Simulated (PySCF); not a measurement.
# MCo for M along the halogens

HF with triple-zeta basis sets in PySCF, for the lowest determinant that a PBE0 search found; no spin–orbit coupling. De refers to high-spin ground-configuration atoms. A positive dipole means M(−)Co(+).

```
 M        basis  reference  state (unpaired electrons)  Re (Å)  ωe (cm⁻¹)  De (eV)  μ (D)
Cl  def2-TZVPPD        UHF          triplet (σ ↑, δ ↑)   2.248        350      n/a   7.28
Br  def2-TZVPPD        UHF          triplet (π ↑, δ ↑)   2.367        261      n/a   7.24
 I   def2-TZVPP        UHF          triplet (σ ↑, δ ↑)   2.567        221      n/a   7.31
```

The shortest bond is that of CoCl (2.248 Å), the longest that of CoI (2.567 Å).

The rows differ in basis set, which adds steps of its own.

The state changes along the series, so neighbouring rows are not always alike in their bonding.

Spin–orbit coupling is left out, which matters for elements this heavy, above all for dissociation energies. Hartree–Fock leaves out correlation, which carries a large part of most bond energies and some tenths to 1 eV of ionisation energies. The state is the lowest single determinant that the PBE0 search found; with open d or f shells the true ground state can be another one.
